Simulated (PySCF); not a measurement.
**BiN at PBE0**

Level: PBE0. PySCF, scalar-relativistic core potentials, basis sets Bi cc-pVTZ-PP with ECP60, N cc-pVTZ.

| Property | Result |
| --- | --- |
| state | ¹Σ⁺ (singlet), closed shell |
| bond length | 0.1895 nm |
| harmonic wavenumber | 886 cm⁻¹ |
| force constant | 6.07 mdyn/Å |
| rotational constant Be | 0.3579 cm⁻¹ |
| anharmonicity ωexe | 2.93 cm⁻¹ |
| vibration–rotation constant αe | 0.00172 cm⁻¹ |
| well depth De to Bi + N | 2.40 eV |
| dissociation energy D0 | 2.35 eV |
| HOMO–LUMO gap | 4.87 eV |
| bond order (Mayer) | 2.99 |
| dipole moment (positive dipole means Bi(−)N(+)) | -3.88 D |

These are scalar-relativistic numbers at best; spin–orbit coupling would shift them, the dissociation energy most.
